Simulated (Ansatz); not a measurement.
Reaction (redistribution): `C[CH2][Sn][Br]` + `C[CH2][In]([F])[Cl]` → `[Cl][Sn][Br]` + `C[CH2][In]([F])[CH2]C`

Isolated molecules relaxed with PBE0-D4/def2-TZVP in Ansatz; ΔE leaves out vibrations. CCSD(T)/CBS adds triple-zeta CCSD(T) − MP2 to the extrapolated MP2 energy (def2 sets, frozen cores). Functionals use def2-TZVPP. def2 core potentials past Kr. For Br, In, Sn outer-core shells are correlated without core-valence functions, which leaves a few kJ/mol of doubt a bond. Scalar relativity is left out up to krypton. One conformer a species, not always the lowest.

`C[CH2][Sn][Br]`:

```xyz
9

C    -0.119    0.962   -0.246
C    -0.649   -0.358    0.303
Sn    0.860   -1.578    1.325
Br    2.364   -1.785   -0.709
H     0.688    0.795   -0.963
H    -0.903    1.529   -0.756
H     0.274    1.607    0.546
H    -1.470   -0.193    1.009
H    -1.044   -0.980   -0.509
```

`C[CH2][In]([F])[Cl]`:

Cartesian coordinates in Å:
```
C 0.286 0.010 -1.400
C 0.761 0.057 0.043
In -0.826 -0.050 1.476
F -2.680 -0.188 0.881
Cl -0.785 -0.032 3.795
H -0.249 -0.913 -1.627
H 1.140 0.071 -2.082
H -0.383 0.839 -1.639
H 1.303 0.978 0.269
H 1.433 -0.771 0.283
```

`[Cl][Sn][Br]`:

```xyz
3

Cl    0.362    1.700   -0.755
Sn    0.848   -0.565   -0.289
Br   -1.211   -1.135    1.044
```

`C[CH2][In]([F])[CH2]C`:

Z-matrix (Å, degrees):
```
C
C 1 1.523
H 1 1.095 2 111.1
H 1 1.093 2 111.8 3 119.7
H 1 1.091 2 111.7 3 -120.6
In 2 2.149 1 112.5 3 174.2
H 2 1.095 1 111.0 3 55.9
H 2 1.093 1 111.9 3 -62.8
C 6 2.149 2 148.4 1 156.2
F 6 1.989 2 105.7 1 -25.6
C 9 1.523 6 112.6 2 -159.4
H 9 1.095 6 105.9 2 79.0
H 9 1.093 6 108.7 2 -34.8
H 11 1.095 9 111.1 6 -174.6
H 11 1.091 9 111.7 6 -54.0
H 11 1.092 9 111.8 6 65.6
```

```
                species  RPA@PBE/def2-TZVPP energy (Eh)
       `C[CH2][Sn][Br]`                     -2865.87229
  `C[CH2][In]([F])[Cl]`                      -828.57166
         `[Cl][Sn][Br]`                     -3246.47305
`C[CH2][In]([F])[CH2]C`                      -447.97907
```

**Question.** Work out ΔE.

**Answer.** ΔE = (-3246.47305) + (-447.97907) − (-2865.87229) − (-828.57166) = -0.00817 Eh = -5.1 kcal/mol. CCSD(T)/CBS gives -5.9 kcal/mol.

Largest T1 diagnostic among the species: 0.013.

At CCSD(T), def2-SVP lies +3.5 kcal/mol from the extrapolated value and def2-TZVPP +1.4 kcal/mol. From r2SCAN to r2SCAN0 (25 % exact exchange), in def2-TZVPP and without D4, ΔE moves by +1.2 kcal/mol. Leaving LDA and LC-ωPBE aside and taking each functional with its dispersion term where it has one, the values, not all of them listed here, spread over 3.5 kcal/mol, from BLYP-D4 to PBE-QIDH.
